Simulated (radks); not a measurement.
The boron ion B+, configuration [He] 2s2. Calculated with a radial shooting solver on a logarithmic mesh with Libxc functionals: scalar-relativistic Kohn-Sham, r2SCAN, spin-polarised, spherical densities, finite nucleus; meta-GGA in the generalised Kohn-Sham scheme; Fermi nuclear charge, rms radius 2.406 fm.

Unscreened Slater integrals over Kohn-Sham orbitals (hartree). They are taken over the spin-up orbitals. Empty in this configuration: 2p.

F0(2s,2s): 0.50671
F0(2s,1s): 0.70884
G0(2s,1s): 0.050354
F0(2s,2p): 0.49851
G1(2s,2p): 0.31355
F0(1s,1s): 2.8829
F0(1s,2p): 0.69035
G1(1s,2p): 0.063404
F0(2p,2p): 0.49274
F2(2p,2p): 0.23050
